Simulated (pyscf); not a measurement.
Structures and frequencies: ωB97X-D3(BJ)/def2-SVP in PySCF.

### Question
How much does it cost (ΔH, 298 K, ωB97M-D3(BJ)/def2-TZVP) to split `[CH2]=[C]([CH3])[Te][CH]([CH3])[CH3]` at its C–Te bond into H₂C=C•–CH₃ + H₃C–CH(CH₃)–Te•?

### Answer
C–Te to H₂C=C•–CH₃ + H₃C–CH(CH₃)–Te•: 62.7 kcal/mol. The 7 functionals that were run give +57.4 (M06-2X) to +68.0 kcal/mol (ωB97X-D3(BJ)/def2-TZVP). The radicals are drawn with the spin at the cut bond; how far it spreads was not checked. H₂C=C•–CH₃ lies 20.3 kcal/mol over its isomer •H₂C–CH=CH₂ (electronic energy, ωB97M-D3(BJ)/def2-TZVP). Other isomers of H₃C–CH(CH₃)–Te• were not searched in full and may lie lower. Elements past Kr carry the def2 core potentials, without spin-orbit coupling.
